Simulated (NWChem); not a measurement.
**Correlation energy of trimethylsulfonium (C$_{3}$H$_{9}$S (+1))**

```xyz
13

C     -0.0049    -0.8600     1.4183
S     -0.4903     0.1607     0.0000
C     -0.0049    -0.8600    -1.4183
C      0.7603     1.4741     0.0000
H      1.0577    -1.1602     1.3418
H     -0.6727    -1.7430     1.4255
H     -0.1877    -0.2572     2.3287
H      1.0577    -1.1602    -1.3418
H     -0.1877    -0.2572    -2.3287
H     -0.6727    -1.7430    -1.4255
H      1.7806     1.0449     0.0000
H      0.5833     2.0901    -0.9026
H      0.5833     2.0901     0.9026
```
Charge +1, spin multiplicity 1.

Everything below was run with NWChem. Structure: optimised with PBE/def2-SVP, a minimum by its harmonic frequencies.

Basis set: 6-31G*. Each correlation energy counts from its own Hartree-Fock reference.

The correlated methods keep 8 core orbitals frozen. The Pople sets run with spherical d functions. No row is a measurement; the coupled-cluster row has its own basis-set and correlation limits.

Question: Order these methods by the correlation energy they give, lowest first: MP2, SCS-MP2, CR-CCSD[T], CCSD, CCSD+T(CCSD).

Answer: CCSD+T(CCSD) (-588.4 mHa), CR-CCSD[T] (-583.9 mHa), CCSD (-571.3 mHa), SCS-MP2 (-513.5 mHa), MP2 (-512.1 mHa)
